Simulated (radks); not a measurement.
The numbers below are computed, except where a source is named.
Q: Os3.25+, 72.75 electrons, occupied as [Kr] 4d10 4f14 5s2 5d(up 2.5, down 2.5) 5p(up 3, down 2.75) (fractional occupations, a model configuration). Level of theory: scalar-relativistic Kohn-Sham, BLYP, spin-polarised, spherical densities, point nucleus (a radial shooting solver on a logarithmic mesh with Libxc functionals). Some entries of the table are withheld. Estimate them.

| orbital | occ. | eigenvalue (eV) | r(max) (bohr) | <r^2> (bohr^2) |
|---|---|---|---|---|
| 1s up | 1 | -73924.04 | 0.01102 | 0.0004332 |
| 1s down | 1 | -73924.01 | 0.01102 | 0.0004332 |
| 2s up | 1 | -12903.79 | 0.06338 | 0.006639 |
| 2s down | 1 | -12903.77 | 0.06338 | 0.006639 |
| 2p up | 3 | -11239.64 | 0.05219 | 0.005531 |
| 2p down | 3 | -11239.62 | 0.05219 | 0.005531 |
| 3s up | 1 | -3029.744 | 0.1787 | 0.04298 |
| 3s down | 1 | -3029.726 | 0.1787 | 0.04298 |
| 3p up | 3 | -2541.242 | 0.1774 | 0.04388 |
| 3p down | 3 | -2541.222 | 0.1774 | 0.04388 |
| 3d up | 5 | -1995.846 | 0.1444 | 0.03637 |
| 3d down | 5 | -1995.825 | 0.1444 | 0.03637 |
| 4s up | 1 | -666.9682 | 0.4047 | 0.2104 |
| 4s down | 1 | -666.9329 | 0.4047 | 0.2104 |
| 4p up | 3 | -506.7722 | 0.4251 | 0.2400 |
| 4p down | 3 | -506.7354 | 0.4251 | 0.2400 |
| 4d up | 5 | -308.0174 | 0.4345 | 0.2768 |
| 4d down | 5 | -307.9729 | 0.4345 | 0.2767 |
| 5s up | 1 | -126.4192 | 0.9118 | 1.124 |
| 5s down | 1 | -126.1872 | 0.9115 | 1.124 |
| 4f up | 7 | -87.1447 | 0.4054 | 0.3801 |
| 4f down | 7 | -87.0738 | 0.4053 | 0.3796 |
| 5p up | 3 | -85.2484 | 1.027 | 1.506 |
| 5p down | 2.75 | -85.0185 | 1.027 | 1.507 |
| 5d up | 2.5 | -38.4820 | 1.311 | (1) |
| 5d down | 2.5 | -38.3219 | 1.313 | (2) |

A: 
(1) 5d up <r^2> (bohr^2): 2.910
(2) 5d down <r^2> (bohr^2): 2.924
